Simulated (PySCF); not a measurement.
H3RuN: from structure and modes to constants

Computed with PBE0/[Ru def2-TZVP with ECP28, N def2-TZVP, H def2-TZVP], scalar-relativistic core potentials, density fitting, no spin–orbit coupling, PySCF.

The singlet minimum has Cs symmetry. Masses (u): Ru 101.90435, N 14.00307, H 1.00782.

```xyz
5
charge 0 multiplicity 1, angstrom
Ru    0.0000    0.0921    0.1476
N     0.0000   -0.8554   -1.1056
H     1.5062    0.5621    0.5516
H    -1.5062    0.5621    0.5516
H     0.0000    1.4257   -0.6599
```

Harmonic wavenumbers (cm⁻¹): 517.4 (a'', ×1), 633.0 (a'', ×1), 662.6 (a', ×1), 776.4 (a', ×1), 818.5 (a', ×1), 1226.5 (a', ×1), 1964.5 (a'', ×1), 2017.8 (a', ×1), 2229.3 (a', ×1).

(1) Find the principal moments of inertia and the rotational constants. What kind of rotor is it?

(2) What is the harmonic zero-point energy?

(3) Find the vibrational entropy and heat capacity at 298.15 K.

(4) Give the standard entropy (298.15 K, 1 bar) by its translational, rotational, vibrational and spin parts, and Cp.

Answers

(1) About the centre of mass I = 6.9852, 34.184, 36.344 u Å². With B = 16.8576/I this gives 2.413, 0.4931, 0.4638 cm⁻¹. The molecule is an asymmetric top with κ = -0.97.

(2) Half the sum of all 9 wavenumbers, 10846/2 = 5423 cm⁻¹, which is 64.9 kJ/mol (1 cm⁻¹ = 0.0119627 kJ/mol).

(3) With u = 1.43878 ω/T, each mode gives S = R[u/(eᵘ−1) − ln(1−e⁻ᵘ)] and C = R u² eᵘ/(eᵘ−1)².
```json
{"ω (cm⁻¹)": "517.4", "u": "2.497", "S (J/(mol K))": "2.58", "C (J/(mol K))": "5.07"}
{"ω (cm⁻¹)": "633.0", "u": "3.055", "S (J/(mol K))": "1.66", "C (J/(mol K))": "4.03"}
{"ω (cm⁻¹)": "662.6", "u": "3.198", "S (J/(mol K))": "1.48", "C (J/(mol K))": "3.78"}
{"ω (cm⁻¹)": "776.4", "u": "3.746", "S (J/(mol K))": "0.95", "C (J/(mol K))": "2.89"}
{"ω (cm⁻¹)": "818.5", "u": "3.950", "S (J/(mol K))": "0.81", "C (J/(mol K))": "2.60"}
{"ω (cm⁻¹)": "1226.5", "u": "5.919", "S (J/(mol K))": "0.16", "C (J/(mol K))": "0.79"}
{"ω (cm⁻¹)": "1964.5", "u": "9.480", "S (J/(mol K))": "0.01", "C (J/(mol K))": "0.06"}
{"ω (cm⁻¹)": "2017.8", "u": "9.737", "S (J/(mol K))": "0.01", "C (J/(mol K))": "0.05"}
{"ω (cm⁻¹)": "2229.3", "u": "10.758", "S (J/(mol K))": "0.00", "C (J/(mol K))": "0.02"}
```
The sums over all modes are S = 7.6 and C = 19.3 J/(mol K); the softest mode gives 34 % of the entropy.

(4) Sackur–Tetrode with M = 118.93 u gives 168.5; rotation with symmetry number 1 gives 86.2; vibration 7.6; spin R ln 1 = 0.0. The total is 262.3 J/(mol K), and Cp = 4 R + 19.3 = 52.5 J/(mol K).

This need not be the most stable arrangement of these atoms.
